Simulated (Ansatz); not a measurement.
HS2 (SMILES [S]S) moved off its minimum; all values from Ansatz (a quantum-chemistry and plane-wave program), cores frozen in correlated methods. Open shells are unrestricted.
(charge 0, multiplicity 2)
```xyz
3

S      1.0660    -0.4113     0.1362
S     -0.7673     0.4041    -0.0321
H     -1.6046    -0.4610     0.1538
```

Q: Give the forces (eV/Å), the total energy and the dipole at CCSD(T)/aug-cc-pV(T+d)Z.

A: 
| atom | Fx | Fy | Fz |
|---|---|---|---|
| S1 | -0.891 | -0.047 | 0.012 |
| S2 | 3.626 | 3.844 | -0.826 |
| H3 | -2.735 | -3.797 | 0.813 |
Energy -796.0513 hartree, dipole 1.43 D.
